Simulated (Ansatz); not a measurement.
Tuning the range parameter of LC-ωPBE so that −HOMO meets the ionisation energy; basis def2-TZVP, Ansatz. System: the cluster SnO₃H₂ (the lowest singlet isomer of a short search). Total charge 0; singlet. Geometry: PBE-D4/def2-SVP. The ionised state is a doublet.

Geometry of the singlet:

```
atom   x (Å)   y (Å)   z (Å)
 Sn1   1.350   0.298  -0.054
  O2  -0.588  -0.994  -0.808
  O3  -0.175  -1.030   0.625
  O4   0.324   1.960   0.466
  H5  -0.530   1.679   0.858
  H6  -0.380  -1.913  -1.087
```

In the def2 sets Sn takes a core potential; there is no spin–orbit coupling. The structure holds one bond between oxygen atoms, so isomers without such links may lie far lower. The structure comes from a short search, and lower isomers may exist.

```json
{"ω (1/bohr)": "0.1", "HOMO (eV)": "-7.41", "LUMO (eV)": "-1.43", "vertical IE (eV)": "9.31", "HOMO + IE (eV)": "1.90"}
{"ω (1/bohr)": "0.2", "HOMO (eV)": "-8.60", "LUMO (eV)": "-0.60", "vertical IE (eV)": "9.50", "HOMO + IE (eV)": "0.90"}
{"ω (1/bohr)": "0.3", "HOMO (eV)": "-9.50", "LUMO (eV)": "-0.25", "vertical IE (eV)": "9.76", "HOMO + IE (eV)": "0.26"}
```

(1) Estimate the row for 0.15 bohr⁻¹.

(2) Where does the tuning condition hold?

## Answers

(1) 
| ω (1/bohr) | HOMO (eV) | LUMO (eV) | vertical IE (eV) | HOMO + IE (eV) |
| --- | --- | --- | --- | --- |
| 0.15 | -8.05 | -0.94 | 9.39 | 1.34 |

(2) Not within the range that was run.
